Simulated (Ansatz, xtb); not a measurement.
**Isomers of C2H10GeSi in order of energy**

9 gas-phase structures of C2H10GeSi, found in a search over its isomers (lower ones may exist). Each was relaxed with GFN2-xTB; where two conformers were screened, the lower at r2SCAN-D4/def2-SVP//GFN2-xTB is listed:

A. `C[C@H]([SiH3])[GeH3]`, a singlet
B. `[SiH3]C[CH2][GeH3]`, a singlet
C. `C[SiH2][GeH2][CH3]`, a singlet
D. `[CH3][GeH2][CH2][SiH3]`, a singlet
E. `C[CH2][GeH2][SiH3]`, a singlet
F. `C[SiH2][CH2][GeH3]`, a singlet
G. `C[SiH](C)[GeH3]`, a singlet
H. `CC[SiH2][GeH3]`, a singlet
I. `[CH3][GeH]([CH3])[SiH3]`, a singlet

Make a reasoned guess at their ranking by r2SCAN-D4/def2-SVP//GFN2-xTB single-point energy.

Calculated order at r2SCAN-D4/def2-SVP//GFN2-xTB: G (0.0), C (3.3), I (5.9), F (6.6), D (9.4), H (11.5), E (13.8), A (18.9), B (20.5) kcal/mol. Less than 1 kcal/mol parts I and F, so the order within that pair means little.

Energies above the lowest of each column, in kcal/mol; the last columns are at r2SCAN-D4/def2-SVP geometries and were run for some of them only (a dash: not run or not comparable):

```tsv
structure	GFN2-xTB	HF/STO-3G	r2SCAN-D4/def2-SVP//GFN2-xTB	r2SCAN-D4/def2-SVP	CCSD(T)/def2-SVP + ΔMP2/def2-TZVPP
G	4.7	0.0	0.0	0.0	0.0
C	3.1	3.4	3.3	4.1	2.9
I	1.8	5.8	5.9	6.8	4.2
F	10.4	8.9	6.6	7.4	–
D	8.8	12.6	9.4	10.7	–
H	0.4	11.5	11.5	–	–
E	0.0	14.8	13.8	–	–
A	8.4	23.3	18.9	–	–
B	7.9	21.6	20.5	–	–
```

CCSD(T)/def2-SVP + ΔMP2/def2-TZVPP puts G lowest of those it was run on; GFN2-xTB picks E. Flexible structures stand in one conformer each, not always the lowest. Frequencies (r2SCAN-D4/def2-SVP) were run for C, G, I alone. ΔMP2 is the change of the MP2 energy from the smaller to the larger basis.

Over these structures GFN2-xTB departs from r2SCAN-D4/def2-SVP//GFN2-xTB by 6.3 kcal/mol on average once a common shift is removed. A GFN2-xTB relaxation took about 0.73 s and the r2SCAN-D4/def2-SVP//GFN2-xTB energy about 6.9 s on a shared host (Ansatz 0.2.0, xtb 6.7.1).
